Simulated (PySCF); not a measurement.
Radial density of Be²⁺ (beryllium, charge +2)

UHF, 1s2, closed-shell 1S. Calculation: PySCF 2.14, in jorge-DZP-DKH (4s2p1d, 15 functions); scalar relativity by spin-free X2C-1e.

| r (bohr) | 4πr²ρ (e/bohr) |
| --- | --- |
| 0.00580 | 0.01383 |
| 0.00976 | 0.03833 |
| 0.0164 | 0.1032 |
| 0.0276 | 0.2649 |
| 0.0464 | 0.6455 |
| 0.0781 | 1.419 |
| 0.131 | 2.655 |
| 0.221 | 3.774 |
| 0.372 | 3.465 |
| 0.625 | 1.571 |
| 1.05 | 0.2243 |
| 1.77 | 0.004547 |

Densities and radii are taken from the X2C orbitals without a picture-change correction, which distorts them close to the nucleus.
